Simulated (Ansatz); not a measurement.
F₂H₂SSi (`F[SiH](F)S`) at its PBE0-D4/def2-TZVP geometry, where that method's forces vanish. Total charge 0; spin multiplicity 1.

```xyz
6

F    -0.4398    1.6394   -0.1082
Si   -0.0348    0.1533   -0.4813
F     1.5328    0.1930   -0.7113
S    -0.5497   -1.1895    1.0549
H    -0.7087   -0.2471   -1.7248
H     0.2002   -0.5491    1.9707
```

Question: What forces (eV/Å) does PBE-D4/def2-TZVPP give on these atoms in the Gaussian-basis code of Ansatz? (An estimate is asked.)

Answer: Computed: 
```
F1  -0.201  0.654  0.149
Si2 -0.301 -0.386 -0.060
F3   0.690  0.001 -0.123
S4  -0.230 -0.325  0.028
H5  -0.096 -0.067 -0.156
H6   0.140  0.123  0.162
```
